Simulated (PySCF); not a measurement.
First SCF of a structure search on multiplicity-11 Mn₃O⁺, at a hand-made trigonal planar geometry. PySCF input:

```python
from pyscf import gto, scf, dft
mol = gto.M(atom='''
O      0.000000     0.000000     0.000000
Mn     1.783600     0.000000     0.000000
Mn    -0.891800     1.544600     0.000000
Mn    -0.891800    -1.544600     0.000000''',
    basis={'O': 'def2-SVP', 'Mn': 'def2-SVP'},
    charge=1, spin=10)
mf = dft.UKS(mol, xc='PBE0')
mf.grids.atom_grid = (50, 194)
aux = {'O': 'def2-universal-JKFIT', 'Mn': 'def2-universal-JKFIT'}
mf = mf.density_fit(auxbasis=aux)
mf.conv_tol = 1e-08
mf.diis_space = 10
mf.max_cycle = 60
mf.init_guess = 'minao'
mf.verbose = 4
mf.kernel()
```

Excerpt of the output (cycles alone):

```
init E= -3523.86360570095
cycle= 1 E= -3507.47234204401  delta_E= 16.4  |g|= 3.28  |ddm|= 20.4
cycle= 2 E= -3501.71279117826  delta_E= 5.76  |g|= 4.94  |ddm|= 20.5
cycle= 3 E= -3513.5643018862  delta_E= -11.9  |g|= 3.98  |ddm|= 4.54
cycle= 4 E= -3521.74442831229  delta_E= -8.18  |g|= 2.86  |ddm|= 3.24
cycle= 5 E= -3519.36606468293  delta_E= 2.38  |g|= 4.01  |ddm|= 2.95
cycle= 6 E= -3522.55235117983  delta_E= -3.19  |g|=    3  |ddm|= 2.08
cycle= 7 E= -3521.71051153563  delta_E= 0.842  |g|= 3.23  |ddm|= 1.42
cycle= 8 E= -3521.67744580932  delta_E= 0.0331  |g|= 3.31  |ddm|= 1.21
cycle= 9 E= -3522.60138867041  delta_E= -0.924  |g|= 2.95  |ddm|= 1.31
cycle= 10 E= -3523.12172196601  delta_E= -0.52  |g|= 2.73  |ddm|= 0.364
cycle= 11 E= -3523.40704220967  delta_E= -0.285  |g|= 2.57  |ddm|= 0.441
cycle= 12 E= -3514.70999128092  delta_E=  8.7  |g|= 3.39  |ddm|= 10.1
cycle= 13 E= -3505.32540610357  delta_E= 9.38  |g|= 4.77  |ddm|=   11
... 33 lines left out ...
cycle= 47 E= -3526.65415453947  delta_E= -9.16e-05  |g|= 0.00482  |ddm|= 0.0425
cycle= 48 E= -3526.65417808212  delta_E= -2.35e-05  |g|= 0.00196  |ddm|= 0.0131
cycle= 49 E= -3526.65419228194  delta_E= -1.42e-05  |g|= 0.000669  |ddm|= 0.0192
cycle= 50 E= -3526.65419393459  delta_E= -1.65e-06  |g|= 0.000266  |ddm|= 0.00518
cycle= 51 E= -3526.65419419705  delta_E= -2.62e-07  |g|= 0.000163  |ddm|= 0.00203
cycle= 52 E= -3526.65419428528  delta_E= -8.82e-08  |g|= 0.000101  |ddm|= 0.000991
cycle= 53 E= -3526.65419433106  delta_E= -4.58e-08  |g|= 6.61e-05  |ddm|= 0.000845
cycle= 54 E= -3526.65419434096  delta_E= -9.9e-09  |g|= 4.8e-05  |ddm|= 0.000299
Extra cycle  E= -3526.65419434805  delta_E= -7.09e-09  |g|= 6.52e-05  |ddm|= 0.000199
converged SCF energy = -3526.65419434805  <S^2> = 31.952181  2S+1 = 11.349393
```

This is not the lowest solution: another start and a stability analysis within the same unrestricted form found one 73.8 kJ/mol lower, at -3526.68228 Eh.

With open d or f shells other occupations or spin states may lie lower.

The search for the lowest solution, 3 starts and the stability check together, took 110 s on 4 threads of a shared Arm Neoverse V2 host, with 107 basis functions; the process peaked at 0.59 GiB. Launch command: `OMP_NUM_THREADS=4 python axn.py task.json out`.
